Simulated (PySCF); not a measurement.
Compound: C3H5GeN.
Structure used (PBE0-D3(BJ)/def2-SVP), in Å, numbered top down from 1:
```xyz
10
C3H5GeN angstrom
C      2.2392   -0.5857    0.7266
C      1.4249    0.1063    0.1440
Ge     0.0365    1.0908   -0.7211
N     -1.6051    0.2744   -0.4284
C     -1.7058   -0.7833    0.2542
H      2.9730   -1.1858    1.2357
H      0.2821    1.1134   -2.2336
H     -0.0351    2.5064   -0.1386
H     -0.8574   -1.3180    0.7326
H     -2.7020   -1.2394    0.4074
```

Computed with PySCF at CAM-B3LYP/def2-SVPD, non-relativistic, on one gas-phase PBE0-D3(BJ)/def2-SVP geometry that isn't relaxed in the solvent. The solvent is an IEF-PCM continuum (cavity from Bondi-type radii × 1.2), and excitations are vertical TDDFT with non-equilibrium linear response and a frozen core. Only the electrostatic response of the medium enters. Spin–orbit coupling is left out although an atom past zinc is present.

Gas-phase singlets (H = HOMO, L = LUMO):

| state | E (eV) | λ (nm) | f | leading configurations |
| --- | --- | --- | --- | --- |
| S1 | 4.319 | 287 | 0.000 | H→L 97% |
| S2 | 6.015 | 206 | 0.000 | H-1→L+1 71%, H-2→L+3 11% |
| S3 | 6.237 | 199 | 0.048 | H→L+1 62%, H-1→L+3 17%, H-2→L+1 13% |
| S4 | 6.380 | 194 | 0.001 | H-2→L+3 65%, H→L+3 17%, H-1→L+1 11% |
| S5 | 6.459 | 192 | 0.030 | H-2→L+1 32%, H→L+1 31%, H-1→L+3 25% |

Task: What are the lowest 5 singlets in chloroform (ε = 4.711)?

Result: 
```tsv
state	E (eV)	λ (nm)	f	leading configurations	change by rank (eV)
S1	4.396	282	0.000	H→L 98%	+0.077
S2	6.057	205	0.000	H-1→L+1 71%, H-2→L+3 10%	+0.042
S3	6.278	198	0.061	H→L+1 57%, H-1→L+3 18%, H-2→L+1 16%	+0.041
S4	6.417	193	0.001	H-2→L+3 68%, H→L+3 15%, H-1→L+1 10%	+0.037
S5	6.500	191	0.049	H→L+1 37%, H-2→L+1 29%, H-1→L+3 23%	+0.041
```

Task: The ground-state energy changes by -0.136 eV from gas to chloroform. By how much does the total energy of gas-phase S1 change?

Result: E(S1) = E(S0) + excitation energy, so it changes by -0.136 + 0.077 = -0.059 eV: it is lowered less than the ground state, which is what a blue shift means. This is the vertical state, with the slow part of the continuum still set for S0.

Task: How do the frontier levels move from gas to chloroform?

Result: 
```
orbital  gas (eV)  solvent (eV)  change (eV)                  Löwdin shares, gas              Löwdin shares, solvent
 LUMO+2      1.16          1.21        +0.05  Ge3 40 %, C1 16 %, C2 11 %, H7 8 %  Ge3 42 %, C1 15 %, C2 12 %, H7 8 %
 LUMO+1      0.76          0.80        +0.04  Ge3 26 %, C1 24 %, C2 23 %, N4 7 %  Ge3 26 %, C1 23 %, C2 23 %, N4 7 %
   LUMO      0.42          0.45        +0.03   C5 41 %, N4 34 %, H10 8 %, H9 7 %   C5 42 %, N4 34 %, H10 7 %, H9 7 %
   HOMO     -8.58         -8.63        -0.05   N4 58 %, C5 17 %, Ge3 7 %, H9 6 %   N4 57 %, C5 17 %, Ge3 7 %, H9 6 %
 HOMO-1     -9.65         -9.64        +0.01   C2 38 %, C1 38 %, Ge3 9 %, H8 4 %  C2 38 %, C1 37 %, Ge3 10 %, H8 5 %
 HOMO-2     -9.88         -9.88         0.00   C2 44 %, C1 42 %, Ge3 5 %, H6 4 %           C2 44 %, C1 42 %, Ge3 5 %
 HOMO-3    -10.65        -10.64        +0.01  N4 32 %, C5 24 %, Ge3 14 %, H7 8 %  N4 31 %, C5 22 %, Ge3 15 %, H7 8 %
```

The HOMO–LUMO gap goes from 9.00 to 9.09 eV.

On an Arm Neoverse N1 with one thread, no GPU, shared host with 64 logical CPUs at a one-minute load of 58, this took 31 s and 0.89 GiB of memory at its peak. This is the whole response run at CAM-B3LYP/def2-SVPD in chloroform, SCF included.
